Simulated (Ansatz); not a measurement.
Steps of a relaxation of `COCBC=N` with RKS PBE-D4/def2-SVP.

```sh
$ ansatz run in.yaml --threads 4 --pin off --events-out ev --progress --plain --max-ram 10444MiB
```

```yaml
crystal:
  periodic: [false, false, false]
  atoms:
    - {symbol: C, position_ang: [0.085700, -2.327700, 0.419000]}
    - {symbol: O, position_ang: [-0.449100, -1.046300, -0.060900]}
    - {symbol: C, position_ang: [0.607300, -0.255700, -0.513200]}
    - {symbol: B, position_ang: [0.165200, 1.160500, -1.003900]}
    - {symbol: C, position_ang: [-0.620700, 2.138100, -0.041200]}
    - {symbol: N, position_ang: [-0.789300, 1.857100, 1.209800]}
    - {symbol: H, position_ang: [0.581100, -2.843400, -0.397800]}
    - {symbol: H, position_ang: [-0.786900, -2.877300, 0.735600]}
    - {symbol: H, position_ang: [0.717100, -2.131100, 1.323100]}
    - {symbol: H, position_ang: [1.364800, -0.067400, 0.350000]}
    - {symbol: H, position_ang: [1.151400, -0.743500, -1.332800]}
    - {symbol: H, position_ang: [0.268500, 1.473500, -2.111100]}
    - {symbol: H, position_ang: [-1.024400, 3.126200, -0.418500]}
    - {symbol: H, position_ang: [-1.283700, 2.507900, 1.870900]}
basis:
  gaussian: {orbitals: def2-SVP}
hamiltonian: {xc: pbe, dispersion: d4}
relax: {f_tol: 0.03, max_steps: 200}
```

Positions (Å) and forces (eV/Å) along the path, 10 of 17 steps:

```xyz
14
step=1 energy=-7437.4527 eV
C     0.086   -2.328    0.419   -0.984    2.391    0.266
O    -0.449   -1.046   -0.061    0.257   -1.395    0.540
C     0.607   -0.256   -0.513    0.901    0.548    0.771
B     0.165    1.161   -1.004   -1.242   -0.179    1.583
C    -0.621    2.138   -0.041   -0.630    1.252    0.819
N    -0.789    1.857    1.210    0.586   -1.040    0.517
H     0.581   -2.843   -0.398    0.706   -0.493   -0.422
H    -0.787   -2.877    0.736   -0.720   -0.702    0.272
H     0.717   -2.131    1.323    0.222   -0.268   -0.367
H     1.365   -0.067    0.350   -0.379   -0.100   -0.759
H     1.151   -0.744   -1.333    0.518   -0.509   -0.321
H     0.269    1.474   -2.111    0.535    0.607   -1.532
H    -1.024    3.126   -0.418    0.137   -0.281   -0.283
H    -1.284    2.508    1.871    0.092    0.168   -1.085
14
step=2 energy=-7437.7424 eV
C     0.057   -2.332    0.443   -0.537    1.363   -0.138
O    -0.444   -1.073   -0.060    0.196   -1.035    0.452
C     0.597   -0.260   -0.543   -0.023    0.125    0.066
B     0.054    1.145   -1.022    1.068    0.721    0.204
C    -0.628    2.160   -0.013   -0.956    0.204    0.035
N    -0.720    1.856    1.238    0.074   -0.645    0.313
H     0.591   -2.878   -0.356    0.242   -0.241   -0.109
H    -0.818   -2.909    0.775   -0.161   -0.191    0.059
H     0.729   -2.152    1.317    0.092   -0.141   -0.073
H     1.355   -0.030    0.281   -0.233    0.070   -0.304
H     1.178   -0.773   -1.342    0.072   -0.146   -0.121
H     0.413    1.603   -2.110   -0.255   -0.181    0.124
H    -1.097    3.107   -0.412    0.118   -0.191   -0.034
H    -1.281    2.506    1.833    0.302    0.289   -0.472
14
step=3 energy=-7437.8606 eV
C     0.035   -2.317    0.447   -0.173    0.565   -0.215
O    -0.429   -1.071   -0.060    0.154   -0.383    0.183
C     0.621   -0.262   -0.555   -0.146    0.100   -0.140
B     0.101    1.171   -0.997    0.070    0.177   -0.357
C    -0.723    2.110   -0.010   -0.041    0.099   -0.225
N    -0.757    1.818    1.247    0.125    0.239    0.476
H     0.599   -2.883   -0.335   -0.010   -0.093    0.033
H    -0.851   -2.904    0.765    0.079    0.038   -0.026
H     0.713   -2.167    1.320    0.023   -0.071    0.067
H     1.379   -0.029    0.251    0.012    0.004    0.000
H     1.205   -0.792   -1.353   -0.108    0.026    0.015
H     0.437    1.644   -2.111   -0.071   -0.177    0.669
H    -1.159    3.068   -0.413    0.029   -0.149    0.051
H    -1.185    2.584    1.834    0.056   -0.375   -0.531
14
step=5 energy=-7437.9829 eV
C     0.003   -2.228    0.488    0.063   -0.425    0.096
O    -0.441   -1.050   -0.117    0.119    0.206   -0.110
C     0.611   -0.279   -0.664   -0.233    0.113   -0.174
B     0.191    1.206   -0.986   -0.212    0.075    0.290
C    -0.756    2.017   -0.004    0.253   -0.176    0.308
N    -0.589    1.803    1.274   -0.352    0.400   -0.732
H     0.605   -2.880   -0.203   -0.101    0.130    0.035
H    -0.892   -2.805    0.804    0.056    0.044    0.006
H     0.636   -2.040    1.392   -0.035    0.055   -0.037
H     1.430   -0.118    0.100    0.071    0.059   -0.049
H     1.107   -0.803   -1.523   -0.028   -0.005    0.092
H     0.682    1.814   -1.925    0.122   -0.042    0.048
H    -1.428    2.836   -0.400    0.139   -0.301    0.131
H    -1.172    2.496    1.793    0.137   -0.133    0.097
14
step=7 energy=-7438.0348 eV
C     0.001   -2.224    0.500    0.049    0.016   -0.003
O    -0.440   -1.016   -0.067    0.072   -0.004   -0.003
C     0.582   -0.279   -0.698   -0.078   -0.036    0.077
B     0.240    1.228   -0.929    0.303    0.042   -0.237
C    -0.788    1.974   -0.013    0.161    0.275    0.312
N    -0.551    1.897    1.262   -0.534    0.175   -0.297
H     0.507   -2.888   -0.250   -0.038    0.034    0.065
H    -0.887   -2.756    0.899    0.039    0.021   -0.021
H     0.718   -2.053    1.346   -0.034   -0.030   -0.083
H     1.484   -0.134   -0.017   -0.063   -0.017   -0.061
H     1.000   -0.819   -1.587    0.015    0.058    0.001
H     0.921    1.871   -1.741   -0.223   -0.190    0.252
H    -1.571    2.656   -0.449    0.023   -0.209    0.064
H    -1.228    2.513    1.773    0.309   -0.135   -0.065
14
step=8 energy=-7438.0487 eV
C     0.005   -2.231    0.494    0.002    0.046   -0.012
O    -0.437   -1.009   -0.047    0.064   -0.037    0.015
C     0.578   -0.277   -0.690   -0.008   -0.136    0.121
B     0.263    1.229   -0.902    0.106    0.249   -0.315
C    -0.776    1.995   -0.012   -0.054   -0.091    0.186
N    -0.564    1.933    1.264   -0.215    0.271   -0.118
H     0.476   -2.893   -0.277   -0.020    0.015    0.040
H    -0.880   -2.751    0.914    0.030    0.001   -0.008
H     0.749   -2.078    1.317   -0.022   -0.024   -0.057
H     1.495   -0.148   -0.025   -0.034   -0.025   -0.038
H     0.980   -0.810   -1.590    0.007    0.045   -0.005
H     0.947    1.860   -1.714   -0.122   -0.137    0.207
H    -1.608    2.601   -0.466    0.121   -0.027    0.009
H    -1.241    2.551    1.763    0.144   -0.150   -0.025
14
step=10 energy=-7438.0605 eV
C     0.019   -2.266    0.475   -0.001    0.021   -0.017
O    -0.432   -1.024   -0.009    0.035   -0.026    0.031
C     0.567   -0.283   -0.660    0.039   -0.006    0.006
B     0.264    1.230   -0.870    0.009   -0.010    0.046
C    -0.792    2.011   -0.011   -0.047    0.027    0.043
N    -0.573    2.049    1.261    0.031   -0.018   -0.087
H     0.427   -2.919   -0.339   -0.023    0.029    0.033
H    -0.848   -2.780    0.937    0.027   -0.003   -0.005
H     0.818   -2.151    1.251   -0.038   -0.007   -0.044
H     1.499   -0.167   -0.016   -0.017   -0.013   -0.018
H     0.954   -0.797   -1.579   -0.008    0.001    0.007
H     0.983    1.845   -1.642   -0.014    0.007   -0.005
H    -1.638    2.561   -0.507    0.036   -0.017    0.020
H    -1.262    2.660    1.739   -0.031    0.014   -0.009
14
step=13 energy=-7438.0656 eV
C     0.027   -2.294    0.457    0.066   -0.010   -0.023
O    -0.398   -1.006    0.080    0.030   -0.068    0.025
C     0.584   -0.280   -0.611    0.070    0.036    0.020
B     0.284    1.234   -0.821   -0.022   -0.022    0.030
C    -0.805    2.023   -0.012   -0.039    0.017   -0.039
N    -0.597    2.155    1.254    0.008    0.009    0.007
H     0.319   -2.923   -0.426   -0.034    0.067    0.091
H    -0.817   -2.789    0.979    0.027    0.007   -0.014
H     0.907   -2.262    1.154   -0.096   -0.002   -0.075
H     1.553   -0.201   -0.020   -0.038   -0.024   -0.026
H     0.909   -0.788   -1.558   -0.010    0.008    0.009
H     1.014    1.845   -1.586    0.010    0.009   -0.018
H    -1.671    2.497   -0.551    0.030   -0.014    0.031
H    -1.321    2.760    1.688   -0.001   -0.013   -0.018
14
step=14 energy=-7438.0671 eV
C     0.026   -2.296    0.454    0.041    0.008   -0.016
O    -0.378   -0.992    0.117    0.021   -0.038    0.007
C     0.600   -0.274   -0.592    0.043   -0.028    0.035
B     0.294    1.237   -0.807    0.046    0.054   -0.046
C    -0.808    2.023   -0.014   -0.017    0.020   -0.029
N    -0.601    2.182    1.249   -0.092    0.012    0.027
H     0.275   -2.913   -0.449   -0.014    0.033    0.046
H    -0.811   -2.783    0.992    0.006    0.002   -0.003
H     0.926   -2.299    1.122   -0.046   -0.004   -0.035
H     1.584   -0.219   -0.026   -0.046   -0.012   -0.030
H     0.891   -0.783   -1.550   -0.004    0.017    0.006
H     1.022    1.848   -1.579   -0.026   -0.025    0.030
H    -1.683    2.472   -0.558    0.015   -0.033    0.018
H    -1.349    2.769    1.670    0.073   -0.007   -0.011
14
step=17 energy=-7438.0688 eV
C     0.029   -2.303    0.450    0.006    0.004   -0.005
O    -0.354   -0.982    0.160    0.009   -0.010   -0.002
C     0.616   -0.271   -0.568    0.005   -0.008    0.003
B     0.307    1.241   -0.786   -0.004    0.009    0.021
C    -0.817    2.023   -0.018   -0.004    0.000    0.016
N    -0.617    2.218    1.240   -0.011   -0.002   -0.029
H     0.222   -2.902   -0.476   -0.003    0.007    0.012
H    -0.799   -2.780    1.011    0.004    0.000   -0.001
H     0.954   -2.347    1.078   -0.012    0.002   -0.008
H     1.617   -0.248   -0.037   -0.008   -0.002   -0.006
H     0.864   -0.768   -1.546   -0.004    0.003    0.003
H     1.038    1.852   -1.551    0.011    0.003   -0.006
H    -1.702    2.433   -0.575   -0.001   -0.003    0.002
H    -1.370    2.804    1.647    0.012   -0.002   -0.001
```

Run time 16 s (4 threads of an INTEL XEON PLATINUM 8581C on a shared host); peak host memory 0.19 GiB.
